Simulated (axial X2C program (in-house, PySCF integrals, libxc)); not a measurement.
IF: from the spin-free to the two-component result

All values were computed with an axial X2C code built on PySCF integrals. Spin-free means the one-electron spin-free X2C Hamiltonian; two-component (2c) means X2C with spin–orbit coupling and atomic mean-field two-electron Coulomb and Gaunt terms, so the difference of the two also holds small scalar two-electron terms. Basis: I dyall-cv3z [11s12p8d4f1g], F dyall-av3z [7s6p3d2f] (cores contracted in-house); Gaussian nuclei, density fitting, unrestricted open shells. Masses: I 126.904 u, F 18.998 u.

Spin-free state: M_S = 0, Λ = 0 (closed shell); fragments I + F.

| level | Re (Å) | ωe (cm⁻¹) | De (eV) | μ (D) |
| --- | --- | --- | --- | --- |
| PBE0 | 1.904 | 635.3 | 2.923 | -1.84 |
| HF | 1.869 | 697.3 | 0.869 | -2.05 |
| MP2 | 1.914 | 626.8 | 3.218 | n/a |
| CCSD | 1.906 | 636.6 | 2.790 | n/a |
| CCSD(T) | 1.916 | 617.9 | 2.942 | n/a |
| TPSS | 1.930 | 600.9 | 3.219 | -1.78 |

Correlated methods: 14 electrons correlated (number of frozen shells: I 4 s, 3 p, 2 d; F 1 s), 244 virtual spin orbitals or spinors in MP2, 90 natural virtuals in coupled cluster.

Dipoles are positive if F is the positive end.

Two-component determinant lowest at the distance of the search:

Ω = 0 (closed shell); fragments I + F.

```tsv
level	Re (Å)	ωe (cm⁻¹)	De (eV)	μ (D)
PBE0	1.914	617.1	2.737	-1.95
HF	1.876	682.2	0.621	-2.15
MP2	1.922	611.4	3.004	n/a
CCSD	1.913	621.9	2.561	n/a
CCSD(T)	1.924	602.3	2.712	n/a
TPSS	1.940	583.4	3.070	-1.88
```

(1) From the two tables, how do the constants change at the CCSD(T) level (2c against spin-free)?

The state is a single determinant with fixed occupations, the lowest that a limited PBE0 search found. The closed shell is kept restricted, so the energy runs too high when the bond is stretched far. Dissociation energies refer to the lowest single-determinant-based atoms at the same level and basis. CCSD and (T) use frozen natural virtuals with an MP2 correction for the truncation; (T) itself is uncorrected, so its De runs slightly low. The 2c atoms are single determinants rather than J levels; their spin–orbit lowering is only partly caught, and De is too large by that part. This holds for PBE0, TPSS. The functionals have no current-density term, which raises determinants with orbital currents, atoms included.

Results:

(1) At the CCSD(T) level Re goes up by 0.008 Å and ωe falls by 15.6 cm⁻¹; De changes by -0.230 eV.
